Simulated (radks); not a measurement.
Q: All-electron atom: Ge3+ in [Ar] 3d10 4s1. Calculated with a radial shooting solver on a logarithmic mesh with Libxc functionals: non-relativistic Kohn-Sham, LDA (Slater exchange, Perdew-Wang correlation), spin-polarised, spherical densities, point nucleus; open shells are filled with parallel spins first. Some entries of the table are withheld. Estimate them.

orbital,occ.,eigenvalue (hartree),<r^2> (bohr^2)
1s up,1,-397.5637,0.003076
1s down,1,-397.5602,0.003076
2s up,1,-50.30340,0.05404
2s down,1,-50.30175,0.05404
2p up,3,-44.97080,0.04206
2p down,3,-44.96893,0.04206
3s up,1,-7.20984,(1)
3s down,1,-7.20561,(2)
3p up,3,-5.44290,0.5007
3p down,3,-5.43782,0.4991
3d up,5,-2.35963,0.6659
3d down,5,-2.35030,0.6546
4s up,1,-1.50295,3.915
4s down,0,-1.44464,3.943

A: 
(1) 3s up <r^2> (bohr^2): 0.4670
(2) 3s down <r^2> (bohr^2): 0.4663
